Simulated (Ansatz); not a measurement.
Start from `COB(O)F` and change one atom or group to get `COB(C)F`.

Ansatz, PBE0-D4/def2-TZVP geometries, multiplicity 1. Each molecule was computed in one conformer, which needn't be the lowest.

```csv
property,`COB(O)F`
HOMO–LUMO gap (PBE0/def2-TZVPP) / eV,9.48
LUMO energy (PBE/def2-TZVPP) / eV,-0.17
LUMO energy (ωB97M-V/def2-TZVPP) / eV,1.99
HOMO energy (PBE/def2-TZVPP) / eV,-7.20
LUMO energy (B3LYP/def2-TZVPP) / eV,0.28
HOMO energy (PBE0/def2-TZVPP) / eV,-8.81
```

(1) What does the change do to each property? (An estimate is asked.)

Answers

(1) The calculation gave: 
```csv
property,`COB(C)F`,shift
HOMO–LUMO gap (PBE0/def2-TZVPP) / eV,9.84,0.36
LUMO energy (PBE/def2-TZVPP) / eV,-0.05,0.12
LUMO energy (ωB97M-V/def2-TZVPP) / eV,2.06,0.07
HOMO energy (PBE/def2-TZVPP) / eV,-7.44,-0.24
LUMO energy (B3LYP/def2-TZVPP) / eV,0.49,0.21
HOMO energy (PBE0/def2-TZVPP) / eV,-9.01,-0.20
```

With PBE0 the HOMO falls by 0.20 eV and the LUMO rises by 0.16 eV, so the gap widens by about 0.36 eV. PBE moves the HOMO by -0.24 eV and ωB97M-V by -0.20 eV.

B3LYP here is the variant with VWN-RPA as its local correlation; programs differ in this.
